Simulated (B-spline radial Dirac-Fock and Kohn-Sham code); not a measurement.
Z = 76 (osmium), transition energy 127 keV. Method: a Dirac-Hartree-Slater potential of the neutral atom with a Latter tail (no hole, which puts coefficients of high multipoles low close above an edge), finite nucleus with surface currents. Computed with an atomic code on a B-spline grid. Subshells that would emit electrons below 1 keV are left out.

Problem. A pure transition shows α(K) = 165, L1/L2 = 4.37 and L1/L3 = 0.441. What is its multipolarity?
A. M4
B. E4
C. E3
D. E1
E. M1
F. M3
G. E2
H. M2

Solution. A. For comparison, α(K), L1/L2, L1/L3 are E1 0.173, 3.55, 3.44; E2 0.512, 0.122, 0.153; E3 1.28, 0.0381, 0.0555; E4 3.25, 0.0358, 0.0560; M1 2.36, 10.2, 96.8; M2 14.6, 7.88, 5.38; M3 51.8, 5.67, 1.05.
